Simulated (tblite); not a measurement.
Species: C8H5NP2.
Numbering: `[CH:1]#[C:2][c:3]1[p:4][cH:5][c:6]([C:7]#[N:8])[c:9]([CH3:10])[p:11]1` (hydrogens: H12 on C1; H13 on C5; H14, H15, H16 on C10)

Computed with GFN2-xTB (tblite), gas phase: L-BFGS steps from a force-field or distance-geometry start until the largest atomic force falls under 0.01 eV/Å.

Geometry at step 49:
```
atom  x, y, z in Å
C1      4.3862    0.2210   -0.6718
C2      3.2110    0.2809   -0.4160
C3      1.8316    0.3877   -0.1361
P4      1.2933    2.0030    0.2846
C5     -0.4166    1.7913    0.4150
C6     -1.1742    0.6287    0.2874
C7     -2.5780    0.8094    0.3885
N8     -3.7139    0.9694    0.4254
C9     -0.7128   -0.6723    0.0705
C10    -1.6908   -1.8167    0.0615
P11     0.9472   -1.1218   -0.2411
H12     5.4037    0.1646   -0.9231
H13    -0.9627    2.7022    0.6340
H14    -2.3189   -1.7937   -0.8313
H15    -2.3579   -1.7783    0.9231
H16    -1.1549   -2.7663    0.0770
```

Problem. What forces act on the atoms?

Solution. 
| atom | Fx (eV/Å) | Fy (eV/Å) | Fz (eV/Å) |
| --- | --- | --- | --- |
| C1 | -0.054 | -0.002 | -0.034 |
| C2 | 0.016 | 0.012 | 0.011 |
| C3 | 0.003 | -0.046 | -0.003 |
| P4 | -0.016 | -0.001 | -0.048 |
| C5 | 0.018 | -0.033 | 0.031 |
| C6 | -0.016 | -0.038 | 0.008 |
| C7 | -0.156 | -0.016 | -0.035 |
| N8 | 0.142 | -0.009 | 0.047 |
| C9 | 0.062 | -0.008 | -0.002 |
| C10 | 0.025 | 0.031 | -0.010 |
| P11 | -0.003 | 0.004 | 0.023 |
| H12 | -0.018 | -0.011 | 0.045 |
| H13 | -0.047 | 0.005 | -0.018 |
| H14 | 0.035 | 0.051 | 0.003 |
| H15 | 0.033 | 0.044 | 0.005 |
| H16 | -0.025 | 0.019 | -0.024 |

The largest, 0.16 eV/Å, acts on C7; the rms over all components is 0.041 eV/Å. The forces sum to zero within rounding, as they must for an isolated molecule in no field.

Problem. Give the force on C7 in Eh/bohr and in nN.

Solution. 0.161 eV/Å ÷ 51.422 = 0.00312 Eh/bohr, and 0.161 eV/Å × 1.602 = 0.26 nN.

Problem. How far is this geometry from the end of the optimisation?

Solution. 0.017 eV above it, and 0.142 Å rms away after alignment. The bonds farthest from their final lengths, with half the difference of the two atoms' forces along the bond (positive lengthens):

```csv
bond,now (Å),final (Å),force along bond (eV/Å)
C9–P11,1.748,1.744,-0.03
C9–C10,1.505,1.502,0.00
```

The angle farthest from its final value is C1–C2–C3, 178.3° against 179.6°.

Run on one thread of an Arm Neoverse V1 (shared host).
